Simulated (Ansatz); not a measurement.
Species: 2,3,3,3-tetrafluoropropene, C3H2F4, charge 0, multiplicity 1. 
Structure (B3LYP-D3(BJ)/def2-TZVP (Ansatz, a first-principles code) minimum search):
```
C
C 1 1.3164
F 1 1.3411 2 122.78
H 2 1.0781 1 120.11 3 180.00
H 2 1.0803 4 119.42 1 180.00
C 1 1.5072 2 126.27 4 0.00
F 6 1.3412 1 111.25 2 0.00
F 6 1.3445 7 108.00 1 -122.11
F 6 1.3445 7 108.00 8 -115.77
```

Parts of the frozen-core correlation energy in 6-31G (Ansatz, hartree). Frozen orbitals: 7; correlated occupied orbitals by spin: 21 and 21; virtual: 39 and 39. No spin-orbit coupling. No relativistic terms. The restricted reference is unstable.

```json
[
 {"term": "reference (HF)", "value": "-512.32919"},
 {"term": "MP2 opposite-spin", "value": "-0.54759"},
 {"term": "MP2 same-spin", "value": "[?]"},
 {"term": "CCSD correlation", "value": "[?]"},
 {"term": "(T)", "value": "[?]"},
 {"term": "T1 diagnostic", "value": "0.012"},
 {"term": "largest doubles amplitude", "value": "0.146"}
]
```

Task: Fill in the missing entries.

Result: 
- MP2 same-spin, value: -0.19300
- CCSD correlation, value: -0.76091
- (T), value: -0.01732
